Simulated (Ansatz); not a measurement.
`B[SiH](B)O` + `C[SiH3]` → `B[SiH](B)[SiH2]C` + H₂O  (formal exchange of groups at the Si–O bond)

Computed with Ansatz on PBE0-D4/def2-TZVP structures; ΔE is electronic, products minus reactants. CCSD(T)/CBS is the MP2 limit (def2-TZVPP, def2-QZVPP) plus CCSD(T) − MP2 in def2-TZVPP, frozen cores. This one scheme is used for every species. Each species was taken in one conformer, which may not be the lowest.

```csv
species,CCSD/CBS(def2) energy (Eh)
`B[SiH](B)O`,-417.39521
`C[SiH3]`,-330.72785
`B[SiH](B)[SiH2]C`,-671.72746
H₂O,-76.37179
```

(1) Work out ΔE.

Largest T1 diagnostic among the species: 0.015.

## Answers

(1) ΔE = (-671.72746) + (-76.37179) − (-417.39521) − (-330.72785) = 0.02381 Eh = +62.5 kJ/mol. CCSD(T)/CBS gives +54.4 kJ/mol.

The D4 term adds −12.9 kJ/mol with B3LYP and −7.7 kJ/mol with PBE0; it sums over pairs of atoms, weighted by their polarisabilities, and B3LYP, whose exchange is more repulsive, gets the larger term. From PBE to PBE0 (25 % exact exchange), in def2-TZVPP and without D4, ΔE moves by +7.1 kJ/mol.

B3LYP here is the variant with VWN-RPA as its local correlation; programs differ in this.
